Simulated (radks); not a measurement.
Results of a calculation; reference values are marked as such.
Charge is removed step by step from the 4d down level of neutral silver, starting from [Kr] 4d(up 5, down 5) 5s1. Code: a radial shooting solver on a logarithmic mesh with Libxc functionals. Model: scalar-relativistic Kohn-Sham, r2SCAN, spin-polarised, spherical densities, finite nucleus; open shells are filled with parallel spins first (spin-orbit coupling, left out, can overturn this in heavy ions); meta-GGA in the generalised Kohn-Sham scheme; Fermi nuclear charge, rms radius 4.5454 fm.

removed (e)	E - E(0) (eV)	eigenvalue (eV)	E minus straight line (eV)
0	0.000	-7.500	0.000
0.125	1.018	-8.796	-0.607
0.25	2.201	-10.132	-1.049
0.375	3.553	-11.505	-1.322
0.5	5.078	-12.913	-1.422
0.625	6.782	-14.354	-1.343
0.75	8.668	-15.825	-1.082
0.875	10.739	-17.326	-0.636
1	13.000	-18.855	0.000

Removing the whole electron costs 13.000 eV by Delta-SCF, against 7.500 eV from minus the eigenvalue at the starting occupation. Slater's transition state (half an electron removed) gives 12.913 eV. Integrating minus the eigenvalue over the occupation (Janak's theorem) gives 13.001 eV. In this scalar-relativistic scheme the density is built from large components alone, so the theorem holds only approximately. The mean slope of the eigenvalue, de/dn, is 11.4 eV per electron.
